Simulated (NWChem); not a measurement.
System: BO, doublet; SMILES [B]=O

All runs: NWChem. Pople sets run with spherical d functions. Spin-unrestricted. Spin-contaminated determinants: UHF/3-21G (<S²> = 0.85). No stability test was run on the SCF state. Each level has its own optimisation; frequencies are unscaled.

| level | r B–O (Å) | highest harmonic frequency (cm⁻¹) | zero-point energy (kcal/mol) |
|---|---|---|---|
| UHF/6-31G* | 1.187 | 2093 | 3.0 |
| UHF/3-21G | 1.218 | 1955 | 2.8 |
| CAM-B3LYP/def2-SVP | 1.198 | 1989 | 2.8 |
| PBE0/def2-SVP | 1.202 | … | 2.8 |

Question: Complete the blanks.

Answer: 
- PBE0/def2-SVP, highest harmonic frequency (cm⁻¹): 1969
